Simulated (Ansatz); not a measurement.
Reaction (formal exchange of groups at the Sb–H bond): `[CH3][SbH2]` + `COC(C)=O` → `[CH3][SbH][C](C)=O` + CH₃OH

Program: Ansatz. Geometries: PBE0-D4/def2-TZVP. ΔE: electronic, gas phase. CCSD(T)/CBS is the MP2 limit (def2-TZVPP, def2-QZVPP) plus CCSD(T) − MP2 in def2-TZVPP, frozen cores. This one scheme is used for every species. DFT in def2-TZVPP. B3LYP here is the variant with VWN-RPA as its local correlation; programs differ in this. def2 core potentials past Kr. For Sb outer-core shells are correlated without core-valence functions, which leaves a few kJ/mol of doubt a bond. One conformer a species, not always the lowest.

`[CH3][SbH2]`:

```xyz
7

C     0.098   -0.664   -0.558
Sb   -0.326    1.354    0.089
H    -0.781   -1.060   -1.066
H     0.930   -0.638   -1.261
H     0.352   -1.300    0.288
H     1.042    1.447    1.113
H    -1.315    0.862    1.395
```

`COC(C)=O`:

```xyz
11

C     0.924   -0.644    1.462
O     0.731   -0.127    0.149
C    -0.544    0.122   -0.185
C    -0.639    0.661   -1.578
O    -1.469   -0.072    0.556
H     0.556    0.059    2.210
H     0.398   -1.592    1.583
H     1.997   -0.789    1.570
H    -0.065    1.586   -1.658
H    -1.681    0.847   -1.825
H    -0.208   -0.051   -2.284
```

`[CH3][SbH][C](C)=O`:

Cartesian coordinates in Å:
```
C -1.276 -1.482 1.286
Sb -0.825 0.605 1.048
C 0.843 0.174 -0.382
C 1.377 1.341 -1.160
O 1.288 -0.935 -0.476
H -0.611 -2.037 0.622
H -1.094 -1.775 2.319
H -2.317 -1.673 1.031
H -1.884 0.854 -0.275
H 2.142 1.018 -1.867
H 1.798 2.069 -0.460
H 0.559 1.841 -1.685
```

CH₃OH:

Cartesian coordinates in Å:
```
C 0.186 -0.299 -0.054
O -0.623 0.805 -0.391
H 0.354 -0.864 -0.972
H -0.295 -0.964 0.672
H 1.163 0.005 0.342
H -0.785 1.317 0.403
```

Is it downhill or uphill in electronic energy at CCSD(T)/CBS, and by how much? (Best estimate.)

Ansatz gave: Uphill: ΔE = +52.3 kJ/mol.

What do these levels give: B3LYP-D4, MP2/def2-TZVPP, CCSD/def2-TZVPP, CCSD(T)/def2-TZVPP, HF/CBS(def2), CCSD/CBS(def2)? (An estimate is asked.)

The calculation gave: B3LYP-D4 58.0, MP2/def2-TZVPP 55.8, CCSD/def2-TZVPP 64.8, CCSD(T)/def2-TZVPP 60.6, HF/CBS(def2) 87.6, CCSD/CBS(def2) 56.5 kJ/mol.

Largest T1 diagnostic among the species: 0.015.

From PBE to PBE0 (25 % exact exchange), in def2-TZVPP and without D4, ΔE moves by +8.3 kJ/mol. In def2-TZVPP, CCSD(T) changes the Hartree–Fock value by −28.0 kJ/mol (the triples alone add −4.2 kJ/mol) and MP2 by −32.8 kJ/mol.
